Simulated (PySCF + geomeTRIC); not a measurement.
Calculation: PySCF + geomeTRIC with M06-2X/def2-TZVP. fastk is a local helper that only speeds up exchange builds. No frequencies were computed at this level.

```python
import json, numpy as np
from pyscf import gto, dft
from fastk import lowrank_exchange
atoms = """
B      0.980123    -0.140655    -0.042583
C     -0.609648     0.103000    -0.015055
F     -1.071584    -0.245367     1.212405
F     -1.007246     1.376546    -0.207835
F     -1.319938    -0.629661    -0.897005
H      1.672139     0.745388     0.249014
H      1.356155    -1.209250    -0.298941
"""
def scf(charge, spin, dm0=None):
    mol = gto.M(atom=atoms, basis='def2-tzvp', ecp={}, charge=charge, spin=spin, verbose=3, max_memory=3780)
    mf = dft.KS(mol, xc='m062x').density_fit(auxbasis="def2-universal-jkfit")
    mf.grids.level = 4
    mf.conv_tol = 1e-8
    mf.max_cycle = 60
    mf.kernel(dm0)
    if not mf.converged:
        mf = mf.newton().run(mf.mo_coeff, mf.mo_occ).undo_soscf()
    return mf
mf = scf(0, 0)
from pyscf.geomopt.geometric_solver import kernel as optimize
path = []
done, mol = optimize(mf, maxsteps=80, assert_convergence=False, callback=lambda env: path.append((env["energy"], bool(env["g_scanner"].converged))))
res = dict(converged=bool(done and path[-1][1]), energy=path[-1][0], path=[e for e, c in path], xyz=mol.atom_coords(unit="Angstrom").tolist(), nao=mol.nao)
json.dump(res, open("result.json", "w"))
```

Output:

```
converged SCF energy = -363.689398123413
Geometry optimization cycle 1
converged SCF energy = -363.689398123409
cycle 1: E = -363.689398123  dE = -363.689  norm(grad) = 0.030391
Geometry optimization cycle 2
converged SCF energy = -363.690314701773
cycle 2: E = -363.690314702  dE = -0.000916578  norm(grad) = 0.00711896
Geometry optimization cycle 3
converged SCF energy = -363.690406637303
cycle 3: E = -363.690406637  dE = -9.19355e-05  norm(grad) = 0.00178735
Geometry optimization cycle 4
converged SCF energy = -363.690411791655
cycle 4: E = -363.690411792  dE = -5.15435e-06  norm(grad) = 0.000909143
Geometry optimization cycle 5
converged SCF energy = -363.690413952801
cycle 5: E = -363.690413953  dE = -2.16115e-06  norm(grad) = 0.000597299
Geometry optimization cycle 6
converged SCF energy = -363.690414995641
cycle 6: E = -363.690414996  dE = -1.04284e-06  norm(grad) = 0.00033828
Geometry optimization cycle 7
converged SCF energy = -363.690415549601
cycle 7: E = -363.69041555  dE = -5.5396e-07  norm(grad) = 0.000278601
Geometry optimization cycle 8
converged SCF energy = -363.690416217868
cycle 8: E = -363.690416218  dE = -6.68267e-07  norm(grad) = 0.000445183
Geometry optimization cycle 9
converged SCF energy = -363.690417372051
cycle 9: E = -363.690417372  dE = -1.15418e-06  norm(grad) = 0.000674497
Geometry optimization cycle 10
converged SCF energy = -363.690419116372
cycle 10: E = -363.690419116  dE = -1.74432e-06  norm(grad) = 0.000821427
Geometry optimization cycle 11
converged SCF energy = -363.690421382012
cycle 11: E = -363.690421382  dE = -2.26564e-06  norm(grad) = 0.000765276
Geometry optimization cycle 12
converged SCF energy = -363.690422996006
cycle 12: E = -363.690422996  dE = -1.61399e-06  norm(grad) = 0.000464073
Geometry optimization cycle 13
converged SCF energy = -363.690424050964
cycle 13: E = -363.690424051  dE = -1.05496e-06  norm(grad) = 0.000250114
Geometry optimization cycle 14
converged SCF energy = -363.690424750533
cycle 14: E = -363.690424751  dE = -6.99569e-07  norm(grad) = 0.000349233
Geometry optimization cycle 15
converged SCF energy = -363.690424955371
cycle 15: E = -363.690424955  dE = -2.04837e-07  norm(grad) = 0.000648842
Geometry optimization cycle 16
converged SCF energy = -363.690425935999
cycle 16: E = -363.690425936  dE = -9.80629e-07  norm(grad) = 0.000494499
<class 'geometric.internal.Distance'> : 6
<class 'geometric.internal.Angle'> : 8
<class 'geometric.internal.OutOfPlane'> : 1
<class 'geometric.internal.Dihedral'> : 6
<class 'geometric.internal.TranslationX'> : 1
<class 'geometric.internal.TranslationY'> : 1
<class 'geometric.internal.TranslationZ'> : 1
<class 'geometric.internal.RotationA'> : 1
<class 'geometric.internal.RotationB'> : 1
<class 'geometric.internal.RotationC'> : 1
Step    0 : Gradient = 1.149e-02/1.754e-02 (rms/max) Energy = -363.6893981234
Step    1 : Displace = 2.234e-02/2.539e-02 (rms/max) Trust = 1.000e-01 (=) Grad = 2.691e-03/4.059e-03 (rms/max) E (change) = -363.6903147018 (-9.166e-04) Quality = 0.810
Step    2 : Displace = 7.542e-03/1.077e-02 (rms/max) Trust = 1.414e-01 (+) Grad = 6.756e-04/1.197e-03 (rms/max) E (change) = -363.6904066373 (-9.194e-05) Quality = 0.907
Step    3 : Displace = 1.665e-03/2.522e-03 (rms/max) Trust = 2.000e-01 (+) Grad = 3.436e-04/7.292e-04 (rms/max) E (change) = -363.6904117917 (-5.154e-06) Quality = 1.263
Step    4 : Displace = 1.707e-03/2.755e-03 (rms/max) Trust = 2.828e-01 (+) Grad = 2.258e-04/4.422e-04 (rms/max) E (change) = -363.6904139528 (-2.161e-06) Quality = 1.233
Step    5 : Displace = 2.010e-03/3.149e-03 (rms/max) Trust = 3.000e-01 (+) Grad = 1.279e-04/2.219e-04 (rms/max) E (change) = -363.6904149956 (-1.043e-06) Quality = 0.977
Step    6 : Displace = 1.321e-03/2.231e-03 (rms/max) Trust = 3.000e-01 (=) Grad = 1.053e-04/1.886e-04 (rms/max) E (change) = -363.6904155496 (-5.540e-07) Quality = 1.145
Step    7 : Displace = 2.070e-03/3.485e-03 (rms/max) Trust = 3.000e-01 (=) Grad = 1.683e-04/3.347e-04 (rms/max) E (change) = -363.6904162179 (-6.683e-07) Quality = 1.193
Step    8 : Displace = 4.364e-03/7.105e-03 (rms/max) Trust = 3.000e-01 (=) Grad = 2.549e-04/5.141e-04 (rms/max) E (change) = -363.6904173721 (-1.154e-06) Quality = 1.139
Step    9 : Displace = 7.454e-03/1.180e-02 (rms/max) Trust = 3.000e-01 (=) Grad = 3.105e-04/6.022e-04 (rms/max) E (change) = -363.6904191164 (-1.744e-06) Quality = 1.124
Step   10 : Displace = 1.102e-02/1.708e-02 (rms/max) Trust = 3.000e-01 (=) Grad = 2.892e-04/4.997e-04 (rms/max) E (change) = -363.6904213820 (-2.266e-06) Quality = 0.996
Step   11 : Displace = 1.044e-02/1.682e-02 (rms/max) Trust = 3.000e-01 (=) Grad = 1.754e-04/2.835e-04 (rms/max) E (change) = -363.6904229960 (-1.614e-06) Quality = 0.687
Step   12 : Displace = 3.068e-03/5.432e-03 (rms/max) Trust = 3.000e-01 (=) Grad = 9.453e-05/1.453e-04 (rms/max) E (change) = -363.6904240510 (-1.055e-06) Quality = 0.756
Step   13 : Displace = 1.254e-03/1.814e-03 (rms/max) Trust = 3.000e-01 (=) Grad = 1.320e-04/2.488e-04 (rms/max) E (change) = -363.6904247505 (-6.996e-07) Quality = 0.732
Step   14 : Displace = 1.236e-03/2.413e-03 (rms/max) Trust = 3.000e-01 (=) Grad = 2.452e-04/3.575e-04 (rms/max) E (change) = -363.6904249554 (-2.048e-07) Quality = 0.125
Step   15 : Displace = 6.317e-04/1.139e-03 (rms/max) Trust = 6.179e-04 (-) Grad = 1.818e-04/3.003e-04 (rms/max) E (change) = -363.6904259360 (-9.806e-07) Quality = 1.123
Converged! =D
```

Cost: around 10 core-minutes (rough).
